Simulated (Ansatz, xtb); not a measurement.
## Relaxing a trial structure of FN2Si+

The starting geometry of this gas-phase singlet has its atoms placed at random.

```xyz
4

F    -0.1292    0.5624    0.5574
N     0.5649   -1.3892   -1.0971
N     0.2458    0.3691   -1.7301
Si   -1.0008   -0.9032   -0.6175
```

Guess where an optimisation with r2SCAN-D4/def2-SVP ends from this start.

It loosens into FSi + N2, which stay close as a complex (formulas without charges). Distances that change by over a tenth: N3–Si4 (2.10 → 3.50 Å). Contacts that open: N2–Si4 (1.71 → 2.40 Å). Contacts that close: F1–Si4 (2.07 → 1.58 Å), N2–N3 (1.90 → 1.10 Å).

The energy falls by 12.10 eV over 13 steps:

```
step  E − E(last) (eV)
   1            12.096
   2             8.425
   4             2.274
   5             1.416
   6             0.844
   8             0.341
   9             0.128
  10             0.049
  12             0.000
  13             0.000
```

Final geometry (Å):

```xyz
4

F    -0.7292    0.4499    0.8356
N     0.4357   -0.5313   -1.5445
N     1.1868   -0.3820   -2.3382
Si   -1.2126   -0.8974    0.1598
```

From the same start GFN2-xTB ends elsewhere, at `N#[N+][Si]F`.

From so rough a start the end depends on the optimiser's path, so another program may land elsewhere. The end wasn't checked by frequencies. Run with Ansatz 0.2.0, 12 s on 2 threads of Intel(R) Xeon(R) Platinum 8259CL CPU @ 2.50GHz (Skylake/Cascade Lake), with other jobs on the host.
